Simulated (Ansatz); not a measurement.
Breaking a bond: SiH (cation, charge +1), singlet.

RHF/def2-TZVP (Ansatz, a first-principles code); RMP2 = MP2 on RHF/def2-TZVP, frozen core (Ansatz); UHF/def2-TZVP (Ansatz); UCCSD = CCSD on UHF/def2-TZVP, frozen core in Ansatz; UCCSD(T) = Ansatz with CCSD(T) on UHF/def2-TZVP, frozen core; RKS-PBE = Ansatz with restricted PBE/def2-TZVP; UKS-PBE = unrestricted PBE/def2-TZVP (Ansatz); RKS-BLYP = restricted BLYP/def2-TZVP (Ansatz); UKS-BLYP = Ansatz with unrestricted BLYP/def2-TZVP; FCI = full CI/def2-TZVP, frozen core in Ansatz.

All curves are set to zero at 1.52 Å and compared with full CI in the same basis at 1.52, 1.56, 1.63, 1.64, 1.76, 1.86, 2.04, 2.28, 2.51, 2.72, 3.02, 3.34, 3.77, 4.17, 4.62, 5.44, 6.10 Å.

Question: Order the methods by the spread of their error (largest minus smallest) over these points.

Answer: UCCSD(T) has the smallest spread and RHF the largest. In order (kcal/mol): UCCSD(T) 2.96, UKS-BLYP 3.00, UKS-PBE 3.99, UCCSD 4.50, UHF 25.76, RKS-BLYP 30.30, RKS-PBE 33.40, RMP2 35.19, RHF 95.96.

Errors against full CI at some of the points (kcal/mol):

```
method    1.86 Å  2.28 Å  3.02 Å  3.77 Å  6.10 Å
--------  ------  ------  ------  ------  ------
UCCSD(T)     0.1     0.9     2.9     0.6    -0.1
UKS-BLYP    -2.3    -2.7    -0.1    -1.0    -1.5
UKS-PBE     -2.7    -2.6    -0.3    -2.4    -2.7
UCCSD        0.4     2.3     3.2     0.3    -0.4
UHF          3.1     3.3   -14.1   -19.2   -20.0
RKS-BLYP    -2.3    -2.7     6.7    18.8    27.3
RKS-PBE     -2.7    -2.6     8.3    21.3    30.2
RMP2         1.7     6.7    22.0    31.4    -3.8
RHF          3.0    11.2    37.2    64.0    96.0
```

The restricted form behind RHF, RMP2, RKS-PBE, RKS-BLYP keeps the bonding electrons paired and can't separate into open-shell fragments. The T1 diagnostic of CCSD on the restricted reference of RMP2 exceeds 0.045 at 3.02 to 6.10 Å. The unrestricted determinant behind UHF, UCCSD, UCCSD(T) is spin-contaminated at 1.22 to 1.76, 2.04 to 6.10 Å (<S²> up to 1.0, against 0.00 for a pure singlet). The unrestricted determinant behind UKS-PBE is spin-contaminated at 2.72 to 6.10 Å (<S²> up to 1.0, against 0.00 for a pure singlet). The unrestricted determinant behind UKS-BLYP is spin-contaminated at 2.51 to 6.10 Å (<S²> up to 1.0, against 0.00 for a pure singlet).
